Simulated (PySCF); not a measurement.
C2H9F3Si3, SMILES F[Si]([SiH2][SiH2]CC)(F)F (GFN2-xTB optimised geometry):

```
17

C     -1.518    -3.100     3.434
C     -0.007    -2.905     3.380
Si     0.565    -2.035     1.782
Si    -0.545     0.003     1.569
Si     0.373     1.374     0.000
F      0.053     0.986    -1.512
F      1.968     1.374     0.000
F      0.056     2.934     0.000
H     -1.811    -3.613     4.349
H     -2.032    -2.140     3.404
H     -1.859    -3.695     2.590
H      0.480    -3.878     3.468
H      0.308    -2.326     4.249
H      0.282    -2.934     0.650
H      2.027    -1.887     1.851
H     -1.968    -0.155     1.215
H     -0.590     0.761     2.835
```

Level of theory: PBE/def2-SVP (PySCF 2.14.0).

What are the frontier orbital energies and the dipole moment?

HOMO-2 -8.28 eV, HOMO-1 -7.88 eV, HOMO -7.43 eV, LUMO -1.52 eV, LUMO+1 -1.34 eV; dipole moment 4.15 D.

Meta-Löwdin charges at PBE/def2-SVP: C1 -0.29, C2 -0.37, Si3 0.36, Si4 0.01, Si5 1.28, F6 -0.44, F7 -0.44, F8 -0.43, H9 0.11, H10 0.10, H11 0.10, H12 0.11, H13 0.11, H14 -0.07, H15 -0.07, H16 -0.04, H17 -0.04.
